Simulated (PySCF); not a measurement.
**C₂H₆N, SMILES `C[N]C` (charge 0, multiplicity 2)**

Calculation: CAM-B3LYP-D3(BJ)/def2-TZVP (PySCF 2.14.0).

```json
{
 "highest_occupied_spin_orbital": "-8.55 eV",
 "dipole_moment": "1.78 D",
 "total_energy": "-3659.58 eV",
 "cost": "roughly 100 core-seconds"
}
```

```xyz
9

C      1.1614     0.0033    -0.4521
N      0.1615    -0.6590     0.3251
C     -1.1375    -0.1003     0.1180
H      1.2066     1.0744    -0.2089
H      0.9334    -0.0615    -1.5256
H      2.1407    -0.4379    -0.2752
H     -1.8799    -0.6183     0.7227
H     -1.4322    -0.1690    -0.9389
H     -1.1542     0.9683     0.3756
```
Charge 0, spin multiplicity 2.
